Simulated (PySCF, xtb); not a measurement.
FH6NOSi2, SMILES N[Si@@H](O)[SiH2]F.

xtb 6.7.1 with GFN2-xTB at its own geometry gives an orbital gap of 4.52 eV and a dipole moment of 2.13 D.

Geometry optimised at r2SCAN-D4/def2-SVP. The structure was generated by enumeration; whether it is a known compound was not checked. The values are those of a single conformer.

What does PBE/def2-TZVP in PySCF give? (Estimate from the structure and the level; the computed values follow.)

gap 4.78 eV (levels -6.34 and -1.56 eV), dipole 1.91 D.
